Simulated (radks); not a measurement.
Q: The mean radii <r> (bohr) of the occupied orbitals of an atom or ion are listed with their occupations. Method: scalar-relativistic Kohn-Sham, PBE, spin-unpolarised, spherical densities, point nucleus; computed with a radial shooting solver on a logarithmic mesh with Libxc functionals.

orbital  occ.      <r>
1s          2  0.03609
2s          2   0.1580
2p          6   0.1377
3s          2   0.4432
3p          6   0.4458
3d         10   0.4330
4s          2    1.160
4p          6    1.304
4d          4    2.060

Name the element and its charge.

A: Z = 41, niobium, charge +1: Nb+ in [Kr] 4d4. The 1s radius gives Z: for a bare nucleus <r> = (2 gamma + 1)/(2Z) with gamma = sqrt(1 - (Z/c)^2), 0.03547 bohr for Z = 41, and screening makes it slightly larger (0.03609 here). The occupations add up to 40, and the charge is Z minus that.
